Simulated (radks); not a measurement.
The numbers below are computed, except where a source is named.
Question: The lutetium ion Lu12+ is in [Kr] 4d10 4f10 5s2 5p1. Level of theory: scalar-relativistic Kohn-Sham, PBE, spin-polarised, spherical densities, finite nucleus; Fermi nuclear charge, rms radius of each element as measured or else 0.836 A^(1/3) + 0.57 fm (a radial shooting solver on a logarithmic mesh with Libxc functionals). Open shells are filled with parallel spins first. One electron is removed from 4f, 4d, 5s, 5p in turn, with full relaxation. Which removal costs least, and what does each cost?

Answer: 5p 238.21 eV; 4f 258.50 eV; 5s 274.40 eV; 4d 447.24 eV. The 5p electron leaves first.
